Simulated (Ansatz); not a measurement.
Start from `C[Si](C)(C)[O][Cu]` and change one atom or group to get `C[Si](C)(C)[O][Ge]([CH3])([CH3])[Cl]`.

Ansatz, PBE0-D4/def2-TZVP geometries, multiplicity 1. Each molecule was computed in one conformer, which needn't be the lowest.

Scalar relativity is left out up to krypton.

| property | `C[Si](C)(C)[O][Cu]` |
| --- | --- |
| HOMO energy (B3LYP/def2-TZVPP) / eV | -6.66 |
| LUMO energy (PBE/def2-TZVPP) / eV | -3.75 |
| LUMO energy (ωB97M-V/def2-TZVPP) / eV | -1.18 |
| size of the dipole moment (ωB97M-V/def2-TZVPP) / D | 4.73 |
| HOMO–LUMO gap (PBE/def2-TZVPP) / eV | 1.65 |
| LUMO energy (PBE0/def2-TZVPP) / eV | -2.76 |

(1) Give the same properties after the change, and the shifts. (An estimate is asked.)

Results:

(1) Computed: 
```
                                          property  `C[Si](C)(C)[O][Ge]([CH3])([CH3])[Cl]`  shift
               HOMO energy (B3LYP/def2-TZVPP) / eV                                   -7.71  -1.05
                 LUMO energy (PBE/def2-TZVPP) / eV                                   -0.33   3.42
             LUMO energy (ωB97M-V/def2-TZVPP) / eV                                    2.00   3.18
size of the dipole moment (ωB97M-V/def2-TZVPP) / D                                    2.29  -2.44
               HOMO–LUMO gap (PBE/def2-TZVPP) / eV                                    6.21   4.56
                LUMO energy (PBE0/def2-TZVPP) / eV                                    0.56   3.32
```

With PBE0 the HOMO falls by 1.11 eV and the LUMO rises by 3.32 eV, so the gap widens by about 4.43 eV. PBE moves the HOMO by -1.14 eV and ωB97M-V by -1.03 eV. Dipoles are sizes alone; their direction can turn.

B3LYP here is the variant with VWN-RPA as its local correlation; programs differ in this.
